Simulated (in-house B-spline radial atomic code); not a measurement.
BHandHLYP excitations of Cu⁺

Method: BHandHLYP. Computed with a B-spline radial code for spherical atoms: linear response of the closed shell [Ar] 3d10 with the functional's adiabatic kernel; non-relativistic, point nucleus, no spin-orbit coupling, no double excitations, S, P, D and F terms only. Only terms of natural parity with L up to 3 were computed.

Without relativity these are model numbers for so heavy an element.

Command:
```bash
python run_td.py task.json out
```
Settings (radii: box in bohr, nucleus in fm):
```
Z                        29
electrons                28
configuration            [Ar] 3d10
hamiltonian              nr
method                   bhandhlyp
box_radius               41.61
intervals                57
```

Cost of the run: 2 s on 1 thread of Arm Neoverse N1, on a shared host.

The lowest states, in the order of their Tamm-Dancoff energies; the method's threshold (minus the highest occupied level) is 18.305 eV. Labels give the largest channel, * marks a mixed state, and oscillator strengths are full-response dipole values. Semilocal kernels can invert the small singlet-triplet splittings of Rydberg terms. Energies in eV:

```
     state  full response  Tamm-Dancoff  oscillator strength
3d → 4s 3D          3.132         3.169                    -
3d → 4s 1D          3.700         3.722                    -
3d → 4p 3P          8.486         8.512                    -
3d → 4p 3F          8.617         8.640                    -
3d → 4p 1F              ?             ?                    -
3d → 4p 1P              ?             ?                    ?
3d → 5s 3D         13.264        13.268                    -
3d → 5s 1D         13.333        13.335                    -
3d → 4d 3S         14.015        14.049                    -
3d → 4d 3D         14.176        14.187                    -
```

Q: Where does 3d → 4p 1P lie?

A: At 9.432 eV in full response, 9.520 eV in Tamm-Dancoff, oscillator strength 0.363.

Q: Where does 3d → 4p 1F lie?

A: At 8.870 eV in full response, 8.873 eV in Tamm-Dancoff.

Q: How large is the singlet-triplet splitting of 3d → 4s (D terms) in Tamm-Dancoff?

A: 0.552 eV, from the unrounded values.

Q: What polarisabilities and dispersion coefficient does the method give?

A: Dipole 6.214 bohr³, quadrupole 38.39 bohr⁵, C6 20.32 hartree·bohr⁶ for two such species.
